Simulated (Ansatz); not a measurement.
`COB(O)C(C)C` + `O/C=C\Cl` → `CO/C=C/Cl` + `CCB(O)OC`  (substitution at a C–C bond)

Program: Ansatz. Geometries: PBE0-D4/def2-TZVP. ΔE: electronic, gas phase. CBS: MP2 limit from def2 TZ/QZ plus the TZ coupled-cluster correction, frozen cores. Double bonds are as drawn, so ΔE can hold a change between cis and trans. Functionals use def2-TZVPP. Each species was taken in one conformer, which may not be the lowest.

(1) Is it downhill or uphill in electronic energy at CCSD(T)/CBS, and by how much? (Best estimate.)

(2) What do these levels give: r2SCAN-D4, B2PLYP, PBE0, HF/def2-TZVPP, MP2/def2-TZVPP, HF/CBS(def2)? (Estimate.)

Largest T1 diagnostic among the species: 0.012.

Answers

(1) Computed: Uphill: ΔE = +60.5 kJ/mol.

(2) Computed: r2SCAN-D4 56.9, B2PLYP 51.1, PBE0 54.4, HF/def2-TZVPP 37.7, MP2/def2-TZVPP 64.1, HF/CBS(def2) 37.7 kJ/mol.

The D4 term adds +7.6 kJ/mol with B3LYP and +4.2 kJ/mol with PBE0; it sums over pairs of atoms, weighted by their polarisabilities, and B3LYP, whose exchange is more repulsive, gets the larger term. In def2-TZVPP, CCSD(T) changes the Hartree–Fock value by +20.0 kJ/mol (the triples alone add +2.4 kJ/mol) and MP2 by +26.4 kJ/mol.

B3LYP here is the variant with VWN-RPA as its local correlation; programs differ in this.
